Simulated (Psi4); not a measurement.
F4V, doublet, geometry from GFN2-xTB (such geometries of metal compounds can be far from the true shape) (the multiplicity is a formal guess); Psi4 with B3LYP/STO-3G.

Psi4 was given this input:
```
memory 2 GB

molecule {
0 2
V    -0.00000000    0.00000000    0.00000000
F     0.75441976    0.94774271   -1.10596620
F     0.39850250   -1.08701205    1.16194974
F    -0.66330498   -1.06340261   -1.05817203
F    -0.48961727    1.20267195    1.00218849
}

set {
  basis sto-3g
  reference uks
  diis_max_vecs 3
}

energy('b3lyp')
print_variables()
```

What the program printed (banner, timings and long lists left out):

```
   => Loading Basis Set <=

    Name: STO-3G
    Role: ORBITAL
    Keyword: BASIS

         ---------------------------------------------------------
                                   SCF
               by Justin Turney, Rob Parrish, Andy Simmonett
                          and Daniel G. A. Smith
                              UKS Reference
         ---------------------------------------------------------

  ==> Geometry <==

    Molecular point group: c1
    Full point group: C1

    Geometry (in Angstrom), charge = 0, multiplicity = 2:

       Center              X                  Y                   Z               Mass
    ------------   -----------------  -----------------  -----------------  -----------------
         V           -0.000000001497    -0.000000000000     0.000000000000    50.943957040000
         F            0.754419758503     0.947742710000    -1.105966200000    18.998403162730
         F            0.398502498503    -1.087012050000     1.161949740000    18.998403162730
         F           -0.663304981497    -1.063402610000    -1.058172030000    18.998403162730
         F           -0.489617271497     1.202671950000     1.002188490000    18.998403162730

  Running in c1 symmetry.

  Rotational constants: A =      0.14650  B =      0.14650  C =      0.09429 [cm^-1]
  Rotational constants: A =   4391.84815  B =   4391.84812  C =   2826.79603 [MHz]
  Nuclear repulsion =  364.735358048333467

  Charge       = 0
  Multiplicity = 2
  Electrons    = 59
  Nalpha       = 30
  Nbeta        = 29

  ==> Algorithm <==

  SCF Algorithm Type is DF.
  DIIS enabled.
  MOM disabled.
  Fractional occupation disabled.
  Guess Type is SAD.
  Energy threshold   = 1.00e-06
  Density threshold  = 1.00e-06
  Integral threshold = 1.00e-12

  ==> Primary Basis <==

  Basis Set: STO-3G
    Blend: STO-3G
    Number of shells: 20
    Number of basis functions: 38
    Number of Cartesian functions: 39
    Spherical Harmonics?: true
    Max angular momentum: 2

  ==> DFT Potential <==

   => LibXC <=

    Version 7.1.2
    S. Lehtola, C. Steigemann, M. J. T. Oliveira, and M. A. L. Marques,  SoftwareX 7, 1–5 (2018) (10.1016/j.softx.2017.11.002)

   => Composite Functional: B3LYP <=

    B3LYP Hyb-GGA Exchange-Correlation Functional

    P. J. Stephens, F. J. Devlin, C. F. Chabalowski, and M. J. Frisch,  J. Phys. Chem. 98, 11623 (1994) (10.1021/j100096a001)

    Deriv               =              1
    GGA                 =           TRUE
    Meta                =          FALSE

    Exchange Hybrid     =           TRUE
    MP2 Hybrid          =          FALSE

   => Exchange Functionals <=

    0.0800   Slater exchange
    0.7200         Becke 88

   => Exact (HF) Exchange <=

    0.2000               HF

   => Correlation Functionals <=

    0.1900   Vosko, Wilk & Nusair (VWN5_RPA)
    0.8100   Lee, Yang & Parr

   => LibXC Density Thresholds  <==

    XC_HYB_GGA_XC_B3LYP:  1.00E-15

   => Molecular Quadrature <=

    Radial Scheme          =       TREUTLER
    Pruning Scheme         =           NONE
    Nuclear Scheme         =       TREUTLER

    Blocking Scheme        =         OCTREE
    BS radius alpha        =              1
    Pruning alpha          =              1
    Radial Points          =             75
    Spherical Points       =            302
    Total Points           =         107393
    Total Blocks           =            865
    Max Points             =            256
    Max Functions          =             35
    Weights Tolerance      =       1.00E-15

   => Loading Basis Set <=

    Name: (STO-3G AUX)
    Role: JKFIT
    Keyword: DF_BASIS_SCF

  ==> Integral Setup <==

  SCF_SUBTYPE=INCORE selected. In-core MEM_DF algorithm will be used.
  Using in-core AOs.

  ==> MemDFJK: Density-Fitted J/K Matrices <==

    J tasked:                   Yes
    K tasked:                   Yes
    wK tasked:                   No
    Algorithm:                 Core
    Schwarz Cutoff:           1E-12
[...]
    Max angular momentum: 6

  Minimum eigenvalue in the overlap matrix is 2.8981600290E-01.
  Reciprocal condition number of the overlap matrix is 1.5567203268E-01.
    Using symmetric orthogonalization.

  ==> Pre-Iterations <==

  SCF Guess: Superposition of Atomic Densities via on-the-fly atomic UHF (no occupation information).

   -------------------------
    Irrep   Nso     Nmo
   -------------------------
     A         38      38
   -------------------------
    Total      38      38
   -------------------------

  ==> Iterations <==

                           Total Energy        Delta E     RMS |[F,P]|

   @DF-UKS iter SAD: -1326.44742469501625   -1.32645e+03   0.00000e+00
   @DF-UKS iter   1: -1327.86214558566417   -1.41472e+00   1.37913e-02 DIIS/ADIIS
   @DF-UKS iter   2: -1325.89279793908486    1.96935e+00   6.00179e-02 DIIS/ADIIS
   @DF-UKS iter   3: -1327.93367707742595   -2.04088e+00   1.22842e-02 DIIS/ADIIS
   @DF-UKS iter   4: -1328.03587853975910   -1.02201e-01   3.71983e-04 DIIS/ADIIS
   @DF-UKS iter   5: -1328.03600852054637   -1.29981e-04   4.22071e-05 DIIS
   @DF-UKS iter   6: -1328.03601233125778   -3.81071e-06   1.37838e-05 DIIS
   @DF-UKS iter   7: -1328.03601258734716   -2.56089e-07   1.29743e-06 DIIS
   @DF-UKS iter   8: -1328.03601259394190   -6.59475e-09   3.65235e-07 DIIS
  Energy and wave function converged.

  ==> Post-Iterations <==

   Electrons on quadrature grid:
      Nalpha   =   30.0000558466 ; deviation = 5.585e-05
      Nbeta    =   29.0000562520 ; deviation = 5.625e-05
      Ntotal   =   59.0001120986 ; deviation = 1.121e-04

   @Spin Contamination Metric:   1.827084369E-03
   @S^2 Expected:                7.500000000E-01
   @S^2 Observed:                7.518270844E-01
   @S   Expected:                5.000000000E-01
   @S   Observed:                5.000000000E-01

    Orbital Energies [Eh]
    ---------------------

    Alpha Occupied:

[...]
    Alpha Virtual:

[...]
    Beta Occupied:

[...]
    Beta Virtual:

[...]
    Final Occupation by Irrep:
              A
    DOCC [    29 ]
    SOCC [     1 ]
    NA   [    30 ]
    NB   [    29 ]

  @DF-UKS Final Energy: -1328.03601259394190

   => Energetics <=

    Nuclear Repulsion Energy =            364.7353580483334667
    One-Electron Energy =               -2560.8590037184858375
    Two-Electron Energy =                 938.3605938679982046
    DFT Exchange-Correlation Energy =     -70.2729607917878667
    Empirical Dispersion Energy =           0.0000000000000000
    VV10 Nonlocal Energy =                  0.0000000000000000
    Total Energy =                      -1328.0360125939419049

  UHF NO Occupations:
  HONO-2 :   28  A 1.9998210
  HONO-1 :   29  A 1.9997695
  HONO-0 :   30  A 1.0000000
  LUNO+0 :   31  A 0.0002305
  LUNO+1 :   32  A 0.0001790
  LUNO+2 :   33  A 0.0001404
  LUNO+3 :   34  A 0.0001404

Computation Completed

Properties will be evaluated at   0.000000,   0.000000,   0.000000 [a0]

Properties computed using the SCF density matrix

 Multipole Moments:

 ------------------------------------------------------------------------------------
     Multipole            Electronic (a.u.)      Nuclear  (a.u.)        Total (a.u.)
 ------------------------------------------------------------------------------------

 L = 1.  Multiply by 2.5417464519 to convert [e a0] to [Debye]
 Dipole X            :          0.0000003            0.0000000            0.0000003
 Dipole Y            :         -0.0000010            0.0000000           -0.0000010
 Dipole Z            :          0.0000004            0.0000000            0.0000004
 Magnitude           :                                                    0.0000011

 ------------------------------------------------------------------------------------

  Variable Map:
  ----------------------------------------------------------------------------
[...]
  Array Variable Map:
  ----------------------------------------------------------------------------
[...]
[...]
```
